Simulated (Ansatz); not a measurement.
Harmonic frequencies (cm⁻¹) at PBE0-D4/def2-TZVP from Ansatz: 23, 43, 61, 323, 324, 597, 705, 711, 740, 744, 879, 882, 926, 970, 978, 994, 1164, 2271, 2274, 2280, 2282.

Each molecule was computed in one conformer, which needn't be the lowest.

Problem. Which molecule is it?
A. `O[SiH](F)[SiH2]F`
B. `O[SiH2][O][GeH3]`
C. `F[SiH2]O[SiH2]F`
D. `O[Si](F)(F)[SiH3]`

Solution. C.
